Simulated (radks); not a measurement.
The numbers below are computed, except where a source is named.
Isoelectronic series with 55 electrons, all held in the configuration [Xe] 6s1, which need not be the ground one along the series. Level of theory: scalar-relativistic Kohn-Sham, PBE, spin-polarised, spherical densities, finite nucleus; open shells are filled with parallel spins first (spin-orbit coupling, left out, can overturn this in heavy ions); Fermi nuclear charge, rms radius of each element as measured or else 0.836 A^(1/3) + 0.57 fm (a radial shooting solver on a logarithmic mesh with Libxc functionals). Total energies (hartree) and mean radii <r> (bohr):

ion    E (hartree)  6s up  5p down
Cs      -7786.6387  5.616    2.082
Ba+     -8135.0397  4.307    1.907
La2+    -8492.2459  3.667    1.767
Ce3+    -8858.2861  3.251    1.652
Pr4+    -9233.2032  2.947    1.555
Nd5+    -9617.0418  2.710    1.471
Pm6+   -10009.8478  2.518    1.398
Sm7+   -10411.6646  2.357    1.333
Eu8+   -10822.5870  2.220    1.274
Gd9+   -11242.6529  2.101    1.222
Tb10+  -11671.9763  1.996    1.174
Dy11+  -12110.4960  1.902    1.130
Ho12+  -12558.4284  1.818    1.090
Er13+  -13015.7585  1.742    1.052
Tm14+  -13482.6236  1.673    1.018
Yb15+  -13959.0145  1.610   0.9858
Lu16+  -14445.0767  1.552   0.9557
Hf17+  -14940.9363  1.498   0.9276
Ta18+  -15446.6195  1.448   0.9011
W19+   -15962.2258  1.401   0.8763
Re20+  -16487.8678  1.358   0.8528
Os21+  -17023.6003  1.317   0.8306
